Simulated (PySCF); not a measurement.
# Computed records: BGeH$_{7}$OSi, GeH$_{8}$OSi$_{2}$, BGeH$_{9}$Si$_{2}$, CH$_{8}$GeSi$_{2}$ and others

Calculation on a computer-drawn molecule: the log of a Hartree-Fock and frozen-core CCSD(T) single point meant for a local Hartree-Fock minimum, with one planted fault or none, to be diagnosed. Offsets are logged minus clean, where the clean run is the same molecule without the fault. The reference is restricted for singlets and unrestricted otherwise, and also for a bond in bohr or an excited solution. Adding or removing an electron swaps singlet and doublet. The excited solution moves the top pair (singlet) or top alpha electron (doublet) to the lowest empty orbital. Highest occupied and lowest empty are orbital energies over both spins, largest force is the largest gradient component, triples share is (T) over the correlation energy, the T1 limit is 0.02 restricted and 0.045 unrestricted, electrons count all cores, a negative frequency is imaginary (commonest isotopes), and the dipole is about the centre of nuclear charge; on germanium a core potential holds 10 electrons, which the energies leave out, and 3d is frozen in MP2 and coupled-cluster steps. Program: PySCF 2.14.0.

Common to all runs: meant charge 0; meant multiplicity 1; meant basis cc-pV(D+d)Z; meant basis and core potential on germanium cc-pVDZ-PP ECP10MDF; logged SCF converged yes; possible faults no fault, one electron removed, one electron added, multiplicity raised by two, geometry at a saddle point, SCF held on an excited solution, minimal basis STO-3G, one bond length entered in bohr, all coordinates scaled.

(1) 
```xyz
11
formula=BGeH7OSi logged_electrons=66 logged_basis_functions=109 logged_spin_squared=0 logged_highest_occupied=-10.315 logged_lowest_empty=2.5781 logged_largest_force=0.02789 logged_T1_diagnostic=0.013348 logged_D1_diagnostic=0.04547 logged_triples_share=0.023294 logged_CC_converged=yes logged_dipole_magnitude=1.116 logged_SCF_stable_within_its_kind=yes logged_energy_HF=-685.98504 logged_energy_CCSD(T)=-686.521 planted_fault=all_coordinates_scaled,by_-3.4_% HF_energy_offset_from_clean_run=7.951 CCSD(T)_energy_offset_from_clean_run=10.74
Si    -1.5991    -1.3339    -1.5116
O     -0.9400     0.0156    -2.0835
B     -0.3363     1.0888    -1.6623
Ge     0.0564     1.4970     0.2945
H     -2.6716    -1.0078    -0.6306
H     -0.6117    -2.0931    -0.8176
H     -2.0857    -2.0650    -2.6301
H     -0.0030     1.8601    -2.4676
H     -0.5902     2.7725     0.6931
H     -0.4143     0.4427     1.2304
H      1.5172     1.6617     0.5019
```

Units: logged_highest_occupied, logged_lowest_empty in eV; logged_largest_force in hartree/bohr; logged_dipole_magnitude in debye; logged_energy_HF, logged_energy_CCSD(T) in hartree; HF_energy_offset_from_clean_run, CCSD(T)_energy_offset_from_clean_run in kcal/mol.

Drawn bonds:
```
atom  other atom  order
   1           2      1
   2           3      1
   3           4      1
   1           5      1
   1           6      1
   1           7      1
   3           8      1
   4           9      1
   4          10      1
   4          11      1
```

(2) 
```xyz
11
formula=BGeH7OSi logged_electrons=66 logged_basis_functions=109 logged_spin_squared=2.0118 logged_highest_occupied=-6.0376 logged_lowest_empty=-1.4839 logged_largest_force=0.038839 logged_T1_diagnostic=0.02295 logged_D1_diagnostic=0.13051 logged_triples_share=0.026717 logged_CC_converged=yes logged_dipole_magnitude=2.0042 logged_SCF_stable_within_its_kind=yes logged_energy_HF=-685.84323 logged_energy_CCSD(T)=-686.3823 planted_fault=multiplicity_raised_by_two HF_energy_offset_from_clean_run=96.94 CCSD(T)_energy_offset_from_clean_run=97.77
Si    -1.6553    -1.3809    -1.5648
O     -0.9730     0.0161    -2.1568
B     -0.3481     1.1271    -1.7208
Ge     0.0584     1.5497     0.3049
H     -2.7656    -1.0433    -0.6528
H     -0.6333    -2.1667    -0.8463
H     -2.1591    -2.1377    -2.7227
H     -0.0031     1.9255    -2.5544
H     -0.6110     2.8700     0.7175
H     -0.4289     0.4583     1.2737
H      1.5706     1.7202     0.5196
```

Units: logged_highest_occupied, logged_lowest_empty in eV; logged_largest_force in hartree/bohr; logged_dipole_magnitude in debye; logged_energy_HF, logged_energy_CCSD(T) in hartree; HF_energy_offset_from_clean_run, CCSD(T)_energy_offset_from_clean_run in kcal/mol.

Drawn bonds:
```
atom  other atom  order
   1           2      1
   2           3      1
   3           4      1
   1           5      1
   1           6      1
   1           7      1
   3           8      1
   4           9      1
   4          10      1
   4          11      1
```

(3) 
```xyz
12
formula=GeH8OSi2 logged_electrons=77 logged_basis_functions=123 logged_spin_squared=0.7582 logged_highest_occupied=2.2056 logged_lowest_empty=7.7763 logged_largest_force=0.038408 logged_T1_diagnostic=0.025033 logged_D1_diagnostic=0.15753 logged_triples_share=0.026468 logged_CC_converged=yes logged_dipole_magnitude=1.3527 logged_SCF_stable_within_its_kind=yes logged_energy_HF=-950.74998 logged_energy_CCSD(T)=-951.34125 planted_fault=one_electron_added HF_energy_offset_from_clean_run=62.75 CCSD(T)_energy_offset_from_clean_run=44.31
Si    -0.4715     0.1727    -3.1829
O     -0.0523     0.6489    -1.6690
Si     0.9857     1.2355    -0.5352
Ge    -0.1503     1.3505     1.5745
H     -0.3194     1.3000    -4.1278
H     -1.8786    -0.2712    -3.1659
H      0.3945    -0.9436    -3.6198
H      1.4566     2.5805    -0.9401
H      2.1675     0.3477    -0.4354
H      0.7901     1.8949     2.6587
H     -1.3686     2.2776     1.4857
H     -0.6307    -0.0395     2.0091
```

Units: logged_highest_occupied, logged_lowest_empty in eV; logged_largest_force in hartree/bohr; logged_dipole_magnitude in debye; logged_energy_HF, logged_energy_CCSD(T) in hartree; HF_energy_offset_from_clean_run, CCSD(T)_energy_offset_from_clean_run in kcal/mol.

Drawn bonds:
```
atom  other atom  order
   1           2      1
   2           3      1
   3           4      1
   1           5      1
   1           6      1
   1           7      1
   3           8      1
   3           9      1
   4          10      1
   4          11      1
   4          12      1
```

Notes: highest electron not bound in this basis.

(4) 
```xyz
13
formula=BGeH9Si2 logged_electrons=74 logged_basis_functions=128 logged_spin_squared=0 logged_highest_occupied=-9.9103 logged_lowest_empty=0.7253 logged_largest_force=0.018955 logged_T1_diagnostic=0.014123 logged_D1_diagnostic=0.043246 logged_triples_share=0.027559 logged_CC_converged=yes logged_dipole_magnitude=0.478 logged_SCF_stable_within_its_kind=yes logged_energy_HF=-901.11877 logged_energy_CCSD(T)=-901.60424 planted_fault=all_coordinates_scaled,by_+3.9_% HF_energy_offset_from_clean_run=9.128 CCSD(T)_energy_offset_from_clean_run=7.337
Si    -0.8725    -1.2578    -1.2300
B     -1.1631    -0.0320     0.4744
Ge    -0.2486     1.9109     0.7575
Si    -1.8525     3.7099     0.0550
H     -2.1494    -2.0310    -1.6178
H     -0.3963    -0.4615    -2.4612
H      0.2255    -2.2821    -0.8635
H     -1.9098    -0.4421     1.3859
H      1.0844     2.0830    -0.1063
H      0.1332     2.1662     2.2874
H     -3.1291     3.6487     0.9147
H     -1.2009     5.0940     0.2253
H     -2.2480     3.5241    -1.4224
```

Units: logged_highest_occupied, logged_lowest_empty in eV; logged_largest_force in hartree/bohr; logged_dipole_magnitude in debye; logged_energy_HF, logged_energy_CCSD(T) in hartree; HF_energy_offset_from_clean_run, CCSD(T)_energy_offset_from_clean_run in kcal/mol.

Drawn bonds:
```
atom  other atom  order
   1           2      1
   2           3      1
   3           4      1
   1           5      1
   1           6      1
   1           7      1
   2           8      1
   3           9      1
   3          10      1
   4          11      1
   4          12      1
   4          13      1
```

(5) 
```xyz
12
formula=CH8GeSi2 logged_electrons=74 logged_basis_functions=123 logged_spin_squared=0 logged_highest_occupied=-8.447 logged_lowest_empty=1.3258 logged_largest_force=9.307e-06 logged_lowest_frequency=33.882 logged_T1_diagnostic=0.014314 logged_D1_diagnostic=0.046133 logged_triples_share=0.033623 logged_CC_converged=yes logged_dipole_magnitude=2.0098 logged_SCF_stable_within_its_kind=yes logged_energy_HF=-913.72129 logged_energy_CCSD(T)=-914.24878 planted_fault=no_fault HF_energy_offset_from_clean_run=0 CCSD(T)_energy_offset_from_clean_run=0
Si     0.5270    -1.1140     0.4952
C      1.2794    -1.5912    -1.1272
Ge     1.9393    -0.4581    -2.3246
Si     1.9981     1.9308    -2.0890
H      0.5610     0.3652     0.6325
H      1.2574    -1.7019     1.6469
H     -0.8864    -1.5557     0.6080
H      1.3292    -2.6462    -1.3872
H      2.5256    -1.0115    -3.6245
H      0.6219     2.4654    -2.0217
H      2.7410     2.3003    -0.8663
H      2.6872     2.4847    -3.2761
```

Units: logged_highest_occupied, logged_lowest_empty in eV; logged_largest_force in hartree/bohr; logged_lowest_frequency in cm⁻¹; logged_dipole_magnitude in debye; logged_energy_HF, logged_energy_CCSD(T) in hartree; HF_energy_offset_from_clean_run, CCSD(T)_energy_offset_from_clean_run in kcal/mol.

Drawn bonds:
```
atom  other atom  order
   1           2      1
   2           3      2
   3           4      1
   1           5      1
   1           6      1
   1           7      1
   2           8      1
   3           9      1
   4          10      1
   4          11      1
   4          12      1
```

(6) 
```xyz
12
formula=CH8GeSi2 logged_electrons=74 logged_basis_functions=123 logged_spin_squared=2.0272 logged_highest_occupied=-6.3944 logged_lowest_empty=0.22297 logged_largest_force=0.079499 logged_T1_diagnostic=0.01356 logged_D1_diagnostic=0.043773 logged_triples_share=0.026058 logged_CC_converged=yes logged_dipole_magnitude=0.98006 logged_SCF_stable_within_its_kind=yes logged_energy_HF=-913.66929 logged_energy_CCSD(T)=-914.15587 planted_fault=multiplicity_raised_by_two HF_energy_offset_from_clean_run=32.63 CCSD(T)_energy_offset_from_clean_run=58.3
Si     0.5270    -1.1140     0.4952
C      1.2794    -1.5912    -1.1272
Ge     1.9393    -0.4581    -2.3246
Si     1.9981     1.9308    -2.0890
H      0.5610     0.3652     0.6325
H      1.2574    -1.7019     1.6469
H     -0.8864    -1.5557     0.6080
H      1.3292    -2.6462    -1.3872
H      2.5256    -1.0115    -3.6245
H      0.6219     2.4654    -2.0217
H      2.7410     2.3003    -0.8663
H      2.6872     2.4847    -3.2761
```

Units: logged_highest_occupied, logged_lowest_empty in eV; logged_largest_force in hartree/bohr; logged_dipole_magnitude in debye; logged_energy_HF, logged_energy_CCSD(T) in hartree; HF_energy_offset_from_clean_run, CCSD(T)_energy_offset_from_clean_run in kcal/mol.

Drawn bonds:
```
atom  other atom  order
   1           2      1
   2           3      2
   3           4      1
   1           5      1
   1           6      1
   1           7      1
   2           8      1
   3           9      1
   4          10      1
   4          11      1
   4          12      1
```

(7) 
```xyz
11
formula=Ge2H7NSi logged_electrons=91 logged_basis_functions=118 logged_spin_squared=0.802 logged_highest_occupied=-15.154 logged_lowest_empty=-5.1983 logged_largest_force=0.062043 logged_T1_diagnostic=0.039079 logged_D1_diagnostic=0.22324 logged_triples_share=0.031988 logged_CC_converged=yes logged_dipole_magnitude=4.6298 logged_SCF_stable_within_its_kind=yes logged_energy_HF=-933.88569 logged_energy_CCSD(T)=-934.38707 planted_fault=one_electron_removed HF_energy_offset_from_clean_run=166.2 CCSD(T)_energy_offset_from_clean_run=194.2
Si    -0.1164    -0.1395    -0.2526
Ge    -2.0648     0.6256     0.9604
N     -1.9359     0.5850     2.7914
Ge    -0.7051     0.1112     3.8177
H      0.2023    -1.5501     0.0862
H      1.0735     0.6870     0.0747
H     -0.3610    -0.0518    -1.7136
H     -3.2662    -0.2430     0.5539
H     -2.3637     2.0744     0.5418
H      0.6724    -0.4274     3.4230
H     -0.8957     0.1935     5.3245
```

Units: logged_highest_occupied, logged_lowest_empty in eV; logged_largest_force in hartree/bohr; logged_dipole_magnitude in debye; logged_energy_HF, logged_energy_CCSD(T) in hartree; HF_energy_offset_from_clean_run, CCSD(T)_energy_offset_from_clean_run in kcal/mol.

Drawn bonds:
```
atom  other atom  order
   1           2      1
   2           3      1
   3           4      2
   1           5      1
   1           6      1
   1           7      1
   2           8      1
   2           9      1
   4          10      1
   4          11      1
```

(8) 
```xyz
11
formula=ClGeH7Si2 logged_electrons=83 logged_basis_functions=127 logged_spin_squared=0.7824 logged_highest_occupied=-16.021 logged_lowest_empty=-8.2844 logged_largest_force=0.056387 logged_T1_diagnostic=0.030736 logged_D1_diagnostic=0.19385 logged_triples_share=0.029968 logged_CC_converged=yes logged_dipole_magnitude=4.2969 logged_SCF_stable_within_its_kind=yes logged_energy_HF=-1334.53591 logged_energy_CCSD(T)=-1335.05143 planted_fault=one_electron_removed HF_energy_offset_from_clean_run=214 CCSD(T)_energy_offset_from_clean_run=219.6
Si     0.7112     1.8852    -2.3405
Ge     2.1674     0.6726    -0.8571
Si     4.4974     0.5673    -1.4498
Cl     1.4523    -1.4178    -0.9103
H     -0.6877     1.7425    -1.8839
H      1.0966     3.3164    -2.3307
H      0.8587     1.3459    -3.7097
H      1.9771     1.1102     0.5988
H      5.0703     1.9332    -1.3969
H      5.2100    -0.3094    -0.4961
H      4.6225     0.0350    -2.8240
```

Units: logged_highest_occupied, logged_lowest_empty in eV; logged_largest_force in hartree/bohr; logged_dipole_magnitude in debye; logged_energy_HF, logged_energy_CCSD(T) in hartree; HF_energy_offset_from_clean_run, CCSD(T)_energy_offset_from_clean_run in kcal/mol.

Drawn bonds:
```
atom  other atom  order
   1           2      1
   2           3      1
   2           4      1
   1           5      1
   1           6      1
   1           7      1
   2           8      1
   3           9      1
   3          10      1
   3          11      1
```

(9) 
```xyz
11
formula=ClGeH7Si2 logged_electrons=84 logged_basis_functions=127 logged_spin_squared=0 logged_highest_occupied=-3.5207 logged_lowest_empty=-4.3516 logged_largest_force=0.10806 logged_CC_converged=no logged_dipole_magnitude=2.6285 logged_SCF_stable_within_its_kind=no logged_energy_HF=-1334.3787 planted_fault=SCF_held_on_an_excited_solution HF_energy_offset_from_clean_run=312.7
Si     0.7112     1.8852    -2.3405
Ge     2.1674     0.6726    -0.8571
Si     4.4974     0.5673    -1.4498
Cl     1.4523    -1.4178    -0.9103
H     -0.6877     1.7425    -1.8839
H      1.0966     3.3164    -2.3307
H      0.8587     1.3459    -3.7097
H      1.9771     1.1102     0.5988
H      5.0703     1.9332    -1.3969
H      5.2100    -0.3094    -0.4961
H      4.6225     0.0350    -2.8240
```

Units: logged_highest_occupied, logged_lowest_empty in eV; logged_largest_force in hartree/bohr; logged_dipole_magnitude in debye; logged_energy_HF in hartree; HF_energy_offset_from_clean_run in kcal/mol.

Drawn bonds:
```
atom  other atom  order
   1           2      1
   2           3      1
   2           4      1
   1           5      1
   1           6      1
   1           7      1
   2           8      1
   3           9      1
   3          10      1
   3          11      1
```

Notes: CCSD not converged.

(10) 
```xyz
12
formula=AlGeH8NSi logged_electrons=74 logged_basis_functions=123 logged_spin_squared=0 logged_highest_occupied=-10.009 logged_lowest_empty=1.453 logged_largest_force=3.009e-05 logged_lowest_frequency=51.734 logged_T1_diagnostic=0.013452 logged_D1_diagnostic=0.042448 logged_triples_share=0.025104 logged_CC_converged=yes logged_dipole_magnitude=1.4904 logged_SCF_stable_within_its_kind=yes logged_energy_HF=-883.39728 logged_energy_CCSD(T)=-883.91458 planted_fault=no_fault HF_energy_offset_from_clean_run=0 CCSD(T)_energy_offset_from_clean_run=0
Si     1.0469    -0.3343     1.3867
N      0.5761     1.2690     0.9289
Al    -0.9646     2.1668     1.0478
Ge    -2.9921     1.0981     2.0550
H      2.1385    -0.3289     2.3913
H     -0.1358    -1.0069     1.9702
H      1.5240    -1.1249     0.2256
H      1.3288     1.7948     0.5098
H     -0.9559     3.6446     0.4865
H     -4.1842     2.0690     2.0848
H     -3.4425    -0.1429     1.2669
H     -2.7468     0.6414     3.5023
```

Units: logged_highest_occupied, logged_lowest_empty in eV; logged_largest_force in hartree/bohr; logged_lowest_frequency in cm⁻¹; logged_dipole_magnitude in debye; logged_energy_HF, logged_energy_CCSD(T) in hartree; HF_energy_offset_from_clean_run, CCSD(T)_energy_offset_from_clean_run in kcal/mol.

Drawn bonds:
```
atom  other atom  order
   1           2      1
   2           3      1
   3           4      1
   1           5      1
   1           6      1
   1           7      1
   2           8      1
   3           9      1
   4          10      1
   4          11      1
   4          12      1
```
